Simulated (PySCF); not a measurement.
Si(eta1-allyl)2H2, C6H12Si.
Structure used (PBE0-D3(BJ)/def2-SVP), in Å, numbered top down from 1:
```
atom  x, y, z in Å
Si1   -0.303   -0.001   -0.213
C2    -0.325   -0.142    1.678
C3    -1.714   -0.129    2.225
C4    -2.378   -1.187    2.696
H5     0.264    0.701    2.080
H6     0.201   -1.071    1.957
H7    -2.231    0.840    2.195
H8    -1.915   -2.178    2.745
H9    -3.408   -1.101    3.050
C10    1.479    0.124   -0.852
C11    1.540    0.129   -2.343
C12    1.751    1.202   -3.110
H13    2.041   -0.732   -0.438
H14    1.925    1.041   -0.433
H15    1.355   -0.836   -2.834
H16    1.936    2.190   -2.675
H17    1.748    1.131   -4.200
H18   -1.063    1.216   -0.637
H19   -0.968   -1.203   -0.805
```

The closed-shell ground state was solved at several levels (PySCF, density fitting, gas phase, non-relativistic).

```json
{"level": "CAM-B3LYP/def2-SVPD", "basis functions": "240", "HOMO (eV)": "-8.19", "LUMO (eV)": "1.01", "gap (eV)": "9.20", "dipole (D)": "0.89"}
{"level": "KT2/pcSseg-1", "basis functions": "186", "HOMO (eV)": "-5.82", "LUMO (eV)": "-0.99", "gap (eV)": "4.83", "dipole (D)": "0.78"}
```

(1) Estimate the row for PBE0/pcSseg-1, a basis of 186 functions; the other rows only guide the guess.

(2) Over all these levels, which gives the widest orbital gap and which the narrowest?

(3) How far do the dipole and the HOMO energy spread over the levels?

## Answers

(1) HOMO -6.89 eV, LUMO 0.00 eV, gap 6.89 eV, dipole 0.79 D.

(2) CAM-B3LYP/def2-SVPD (range-separated hybrid) has the widest, 9.20 eV, and KT2/pcSseg-1 (GGA) the narrowest, 4.83 eV. Functional and basis both differ between the two, so the spread mixes both effects.

(3) The dipole runs from 0.78 to 0.89 D (mean 0.82 D) and the HOMO from -8.19 to -5.82 eV.

One conformer stands for the species.
